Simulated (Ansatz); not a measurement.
C4H2F4 can be A, `F/C=C(F)/C(F)=C/F`, or B, `FC1=C(F)C(F)(F)C1`.

Isolated molecules relaxed with PBE0-D4/def2-TZVP in Ansatz; ΔE leaves out vibrations. CBS: MP2 limit from def2 TZ/QZ plus the TZ coupled-cluster correction, frozen cores. Functionals use def2-TZVPP. One conformer a species, not always the lowest.

**Question.** Which isomer does CCSD(T)/CBS put lower? Give the gap. (Best estimate.)

**Answer.** Ansatz gave: B, by 31.6 kJ/mol.

**Question.** Give E(B) − E(A) in kJ/mol with LDA (SPW92), HF/def2-TZVPP, CCSD(T)/def2-SVP, r2SCAN-D4, ωB97M-V, PBE0-D4, BLYP-D4. (An estimate is asked.)

**Answer.** Ansatz gave: LDA (SPW92) -41.8, HF/def2-TZVPP -22.8, CCSD(T)/def2-SVP -29.8, r2SCAN-D4 -23.0, ωB97M-V -35.1, PBE0-D4 -39.5, BLYP-D4 3.7. The order is the other way round with BLYP-D4.

**Question.** Does the order hold for the free energy at 298.15 K (harmonic terms from PBE0-D4)? (Estimate.)

**Answer.** Computed: Yes: G(B) − G(A) = -26.2 kJ/mol, for one conformer each.

Largest T1 diagnostic: 0.013.

From BLYP to BHLYP (50 % exact exchange), in def2-TZVPP and without D4, E(B) − E(A) moves by −25.7 kJ/mol. Leaving LDA and LC-ωPBE aside and taking each functional with its dispersion term where it has one, the values, not all of them listed here, spread over 53.3 kJ/mol, from PBE-QIDH to BLYP-D4. LDA lies −16.4 kJ/mol from PBE without D4.
